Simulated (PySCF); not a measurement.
These compounds are isomers of formula C5H8FNSi2.

A. `C#C[Si@](F)(C#CC)N[SiH3]`
B. SMILES N#C/C(=C(\C=C)[SiH2]F)[SiH3]
C. `N#C[C@@H]1[SiH2]C=C[SiH2][C@H]1F`

Spectrum 1. $^{13}$C{$^{1}$H} NMR (computed): δ 174.0 (C), 149.1 (CH), 129.3 (CH2), 128.3 (C), 122.9 (C).

Spectrum 2. $^{13}$C{$^{1}$H} NMR (computed): δ 152.7 (CH), 151.0 (CH), 122.7 (C), 86.6 (CH), 16.1 (CH).

Spectrum 3. $^{13}$C{$^{1}$H} NMR (computed): δ 110.1 (C), 100.0 (CH), 87.7 (C), 84.9 (C), 5.6 (CH3).

Computational details: coordinates at the GFN2-xTB level, shielding tensors at PBE0/pcSseg-1 (GIAO), in PySCF (a single conformation, non-relativistic, in vacuum, equivalent nuclei averaged).

Referencing at the same level of theory: TMS for $^{13}$C (σref 186.93). Splittings of carbon signals by F and P are missing where no couplings were computed. Shifts are as computed. Against solution values, carbons near 30 ppm lie about +3 ppm off and those near 130 ppm about +5 ppm. Of 1309 compounds with measured shifts, 239 miss one by over three times the rms of a fit or turn the order of signals round; such compounds aren't used in these exercises.

Which spectrum belongs to which compound?

## Answers

1–B, 2–C, 3–A.

- Spectrum 1 (B): 5 $^{13}$C signals; δC 149.1 is an alkene CH; δC 129.3 is a terminal =CH2 carbon.
- Spectrum 2 (C): 5 $^{13}$C signals; δC 152.7 is an alkene CH; δC 151.0 is an alkene CH.
- Spectrum 3 (A): 5 $^{13}$C signals; δC 100.0 is a terminal alkyne carbon; δC 87.7 is an alkyne carbon.
